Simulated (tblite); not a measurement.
Isomers of C5H2NO (doublet state). Calculated harmonic vibrations of the isolated species, GFN2-xTB (tblite), most abundant isotopes, no scaling. Errors from tens to a few hundred cm⁻¹ against measured bands are possible. One conformer each. Open shells enter through the occupations alone, without spin polarisation, and single modes of such species can be off by tens of per cent.

Electronic energies: GFN2-xTB at the same geometries; isomer energies are rough at this level and their order can be wrong.

| SMILES | electronic energy, lowest = 0 (kJ/mol) |
| --- | --- |
| C#Cc1cn[c]o1 | 51.5 |
| N#Cc1[c]cco1 | 9.5 |
| C#Cc1[c]nco1 | 55.5 |
| N#Cc1cc[c]o1 | 0.0 |

Q: How do GFN2-xTB zero-point energies change the relative energies?

A: 
| SMILES | ZPE (kJ/mol) | of it from modes above 1550 cm⁻¹ | electronic (kJ/mol) | with ZPE, lowest = 0 (kJ/mol) | lowest mode (cm⁻¹) | rings |
| --- | --- | --- | --- | --- | --- | --- |
| N#Cc1cc[c]o1 | 142.7 | 52.3 | 0.0 | 0.0 | 155 | 1 |
| N#Cc1[c]cco1 | 143.3 | 52.3 | 9.5 | 10.1 | 154 | 1 |
| C#Cc1cn[c]o1 | 138.5 | 62.1 | 51.5 | 47.3 | 144 | 1 |
| C#Cc1[c]nco1 | 139.5 | 52.8 | 55.5 | 52.3 | 146 | 1 |

The zero-point energies span 4.8 kJ/mol, from `C#Cc1cn[c]o1` to `N#Cc1[c]cco1`. The order is unchanged.

Q: What do entropy and thermal enthalpy add at 298.15 K and 1 bar (rigid rotor, harmonic oscillator, one conformer each)?

A: 
| SMILES | point group | symmetry number | S (J/(mol K)) | H − H(0) (kJ/mol) | ZPE + H − H(0) − TS (kJ/mol) |
| --- | --- | --- | --- | --- | --- |
| N#Cc1cc[c]o1 | Cs | 1 | 321.0 | 17.00 | 64.0 |
| N#Cc1[c]cco1 | Cs | 1 | 319.9 | 16.83 | 64.7 |
| C#Cc1cn[c]o1 | Cs | 1 | 325.7 | 17.85 | 59.2 |
| C#Cc1[c]nco1 | Cs | 1 | 324.3 | 17.61 | 60.4 |

S holds R ln(2S + 1) for the spin.
